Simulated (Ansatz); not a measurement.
`F[Si](F)(F)Br` + HI → `F[Si](F)(F)I` + HBr  (ligand exchange at the Si–Br bond)

Isolated molecules relaxed with PBE0-D4/def2-TZVP in Ansatz; ΔE leaves out vibrations. CCSD(T)/CBS is the MP2 limit (def2-TZVPP, def2-QZVPP) plus CCSD(T) − MP2 in def2-TZVPP, frozen cores. Functionals use def2-TZVPP. Elements past krypton have def2 core potentials. For Br, I outer-core shells are correlated without core-valence functions, which leaves a few kJ/mol of doubt a bond. Scalar relativity is left out up to krypton.

```tsv
species	LC-ωPBE energy (Eh)
`F[Si](F)(F)Br`	-3162.97443
HI	-298.34599
`F[Si](F)(F)I`	-886.90832
HBr	-2574.40650
```

**Question.** Work out ΔE.

**Answer.** ΔE = (-886.90832) + (-2574.40650) − (-3162.97443) − (-298.34599) = 0.00560 Eh = +0.15 eV. CCSD(T)/CBS gives +0.14 eV.

Largest T1 diagnostic among the species: 0.010.

Leaving LDA and LC-ωPBE aside and taking each functional with its dispersion term where it has one, the values, not all of them listed here, spread over 0.08 eV, from PBE-D4 to B97M-V. In def2-TZVPP, CCSD(T) changes the Hartree–Fock value by −0.04 eV (the triples alone add −0.01 eV) and MP2 by −0.08 eV.
